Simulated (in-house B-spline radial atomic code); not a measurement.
Relativistic effects in Ti, [Ar] 3d2 4s2: non-relativistic Hartree-Fock (point nucleus) against Dirac-Hartree-Fock (Fermi nucleus of rms radius 3.5921 fm), both averages of the configuration, computed with a B-spline radial code for spherical atoms.

| orbital | ε NR (Eh) | ε Dirac (Eh) | <r> NR (bohr) | <r> Dirac (bohr) | change of <r> (%) |
| --- | --- | --- | --- | --- | --- |
| 1s1/2 | -183.28 | -184.48 | 0.07012 | 0.06953 | -0.8 |
| 2s1/2 | -21.435 | -21.667 | 0.325 | 0.3222 | -0.9 |
| 2p1/2 | -17.803 | -17.976 | 0.2896 | 0.2869 | -0.9 |
| 2p3/2 | -17.803 | ? | 0.2896 | ? | ? |
| 3s1/2 | -2.8821 | -2.9146 | 1.012 | 1.006 | -0.7 |
| 3p1/2 | -1.8029 | -1.8226 | 1.093 | 1.085 | -0.7 |
| 3p3/2 | -1.8029 | -1.7966 | 1.093 | 1.093 | 0.0 |
| 3d3/2 | -0.40582 | -0.39776 | 1.487 | 1.497 | +0.6 |
| 3d5/2 | -0.40582 | -0.39639 | 1.487 | 1.501 | +0.9 |
| 4s1/2 | -0.22191 | ? | 3.766 | ? | ? |

(1) What happens to 4s1/2?

(2) What happens to 2p3/2?

(3) What explains the pattern of contraction and expansion?

(4) By how much does the total energy change?

Answers

(1) Its energy goes to -0.22364 hartree and <r> to 3.741 bohr (-0.67 %).

(2) Its energy goes to -17.759 hartree and <r> to 0.2894 bohr (-0.05 %).

(3) Expansion is seen in 3d3/2, 3d5/2. The s and p1/2 orbitals contract directly, screen the nucleus better, and so push out orbitals that have little density near the nucleus; spin-orbit coupling adds to this for j = l + 1/2 and opposes it for j = l - 1/2.

(4) By -4.4498 hartree, from -848.370 to -852.820.
